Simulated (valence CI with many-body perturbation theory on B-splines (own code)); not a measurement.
Forbidden lines of Hf⁶⁷⁺

Level of theory: configuration interaction combined with many-body perturbation theory (CI+MBPT): three valence electrons over a frozen Dirac-Fock core [He], radial functions for each j: 11 s, 11 p, 10 d, 8 f, 5 g, 2 h, with the one-electron correlation potential Σ1, the two-electron term Σ2, the three-electron term Σ3, Breit, model QED; selected CI, second order for the rest, scaled by the run's own slope (own B-spline code, finite nucleus).

No measured spectrum was set against this ion. As an estimate, large intervals hold to a few tenths of a per cent, small ones and those within an open d or f shell to about a per cent.

Lines 1 to 44 of 44 in falling wavelength, among levels below 1061.7 Ry, chosen from the decays that carry over 1 % of a level's rate. Wavelengths and rates use the calculated energies. Electric multipoles are in the length gauge with retardation, E1 and E2 with the static RPA response of the core. M1 uses the relativistic operator with retardation. Weak lines are less certain than strong ones. Lines between different terms over intervals too small for the method are left out, as are lines whose strength nearly cancels. The highest levels of a list are the least certain.

Levels are named by their leading jj configuration (3d3/2^4 stands for four electrons in 3d with j = 3/2), which in mixed levels can hold well under half, so a name can repeat and another be missing. Letters in brackets count levels of one name in rising energy.

```tsv
λ vac (Å)	Upper	Lower	Type	A (s⁻¹)	Branch %
10.21	(2s 2p1/2 2p3/2) J=3/2 [a]	(2s 2p1/2^2) J=1/2	M1	1.04e+10	12.2
9.916	(2s 2p3/2 3d5/2) J=9/2	(2s 2p1/2 3d5/2) J=7/2	M1	9.64e+09	6.3
9.603	(2s^2 2p3/2) J=3/2	(2s^2 2p1/2) J=1/2	M1	9.63e+09	26.5
1.418	(2s 2p1/2 3p1/2) J=1/2 [a]	(2s 2p1/2 2p3/2) J=3/2 [a]	E2	2.05e+12	1.1
1.414	(2s^2 3p1/2) J=1/2	(2s^2 2p3/2) J=3/2	E2	2.60e+12	26.2
1.377	(2s 2p3/2 3p3/2) J=7/2	(2s 2p3/2^2) J=3/2	E2	8.34e+10	2.2
1.361	(2s 2p3/2 3p3/2) J=7/2	(2s 2p3/2^2) J=5/2	E2	8.95e+11	23.5
1.359	(2s 2p3/2 3p3/2) J=1/2 [b]	(2s 2p3/2^2) J=3/2	E2	1.56e+12	8.5
1.356	(2s^2 3p3/2) J=3/2	(2s^2 2p3/2) J=3/2	E2	1.30e+12	9.5
1.343	(2s 2p3/2 3p3/2) J=1/2 [b]	(2s 2p3/2^2) J=5/2	E2	5.05e+11	2.8
1.338	(2s 2p3/2 3d5/2) J=9/2	(2s 2p3/2^2) J=5/2	M2	6.78e+10	44.6
1.338	(2s 2p3/2 3d5/2) J=9/2	(2s 2p3/2^2) J=5/2	E3	4.13e+09	2.7
1.195	(2s 2p3/2 3p3/2) J=7/2	(2s 2p1/2 2p3/2) J=5/2	E2	6.58e+11	17.3
1.194	(2s 2p1/2 3p3/2) J=5/2	(2s 2p1/2^2) J=1/2	E2	1.46e+12	1.9
1.190	(2s 2p3/2 3p3/2) J=7/2	(2s 2p1/2 2p3/2) J=3/2 [a]	E2	1.06e+12	27.9
1.189	(2s 2p3/2 3p3/2) J=1/2 [b]	(2s 2p1/2 2p3/2) J=3/2 [b]	E2	1.50e+12	8.2
1.188	(2s^2 3p3/2) J=3/2	(2s^2 2p1/2) J=1/2	E2	1.61e+12	11.8
1.177	(2s 2p3/2 3d5/2) J=9/2	(2s 2p1/2 2p3/2) J=5/2	M2	2.59e+10	17.0
1.177	(2s 2p3/2 3d5/2) J=9/2	(2s 2p1/2 2p3/2) J=5/2	E3	3.83e+09	2.5
1.173	(2s 2p3/2 3d5/2) J=9/2	(2s 2p1/2 2p3/2) J=3/2 [a]	E3	7.72e+09	5.1
1.165	(2p1/2 2p3/2 3d3/2) J=5/2 [a]	(2s 2p1/2 2p3/2) J=1/2	E2	2.60e+12	1.4
1.164	(2p1/2 2p3/2 3d3/2) J=7/2	(2s 2p1/2 2p3/2) J=3/2 [b]	E2	3.68e+12	8.7
1.160	(2s 2p1/2 3d3/2) J=5/2	(2s^2 2p1/2) J=1/2	E2	4.89e+12	1.8
1.158	(2p1/2^2 3d3/2) J=3/2	(2s 2p1/2^2) J=1/2	E2	8.18e+12	3.1
1.156	(2p1/2 2p3/2 3d3/2) J=7/2	(2s 2p1/2 2p3/2) J=5/2	E2	3.73e+12	8.8
1.154	(2p3/2^2 3d5/2) J=7/2	(2s 2p3/2^2) J=3/2	E2	3.23e+12	15.4
1.154	(2p1/2 2p3/2 3d3/2) J=3/2 [a]	(2s 2p1/2 2p3/2) J=3/2 [a]	E2	5.70e+12	1.2
1.153	(2p1/2 2p3/2 3d3/2) J=5/2 [a]	(2s 2p1/2 2p3/2) J=3/2 [a]	E2	3.71e+12	2.0
1.153	(2p1/2 2p3/2 3d3/2) J=1/2 [a]	(2s 2p1/2 2p3/2) J=3/2 [a]	E2	7.45e+12	2.9
1.152	(2p1/2 2p3/2 3d3/2) J=7/2	(2s 2p1/2 2p3/2) J=3/2 [a]	E2	8.07e+11	1.9
1.145	(2p1/2 2p3/2 3d5/2) J=9/2	(2s 2p1/2 2p3/2) J=5/2	E2	8.62e+12	60.8
1.143	(2p1/2 2p3/2 3d5/2) J=7/2 [a]	(2s 2p1/2 2p3/2) J=3/2 [a]	E2	7.72e+12	14.3
1.143	(2p3/2^2 3d5/2) J=7/2	(2s 2p3/2^2) J=5/2	E2	5.32e+12	25.3
1.143	(2p3/2^2 3d5/2) J=9/2	(2s 2p3/2^2) J=5/2	E2	8.71e+12	42.6
1.142	(2s 2p3/2 3d5/2) J=7/2 [b]	(2s^2 2p3/2) J=3/2	E2	5.71e+12	1.1
1.005	(2p1/2^2 4f7/2) J=7/2	(2p1/2^2 2p3/2) J=3/2	E2	5.81e+12	1.9
1.005	(2s 2p1/2 4f7/2) J=7/2 [b]	(2s 2p1/2 2p3/2) J=3/2 [b]	E2	3.40e+12	1.1
1.005	(2s 2p1/2 4f7/2) J=5/2	(2s 2p1/2 2p3/2) J=1/2	E2	4.01e+12	1.3
0.9994	(2s 2p1/2 4f7/2) J=9/2	(2s 2p1/2 2p3/2) J=5/2	E2	5.71e+12	1.9
0.9988	(2s 2p1/2 4f7/2) J=7/2 [a]	(2s 2p1/2 2p3/2) J=3/2 [a]	E2	4.27e+12	1.4
0.9974	(2s^2 4f7/2) J=7/2	(2s^2 2p3/2) J=3/2	E2	5.76e+12	1.9
0.9090	(2s 2p1/2 4f5/2) J=5/2 [b]	(2s 2p1/2^2) J=1/2	E2	3.24e+12	1.0
0.9090	(2s 2p1/2 4f5/2) J=3/2	(2s 2p1/2^2) J=1/2	E2	5.70e+12	1.8
0.9049	(2s^2 4f5/2) J=5/2	(2s^2 2p1/2) J=1/2	E2	4.47e+12	1.4
```
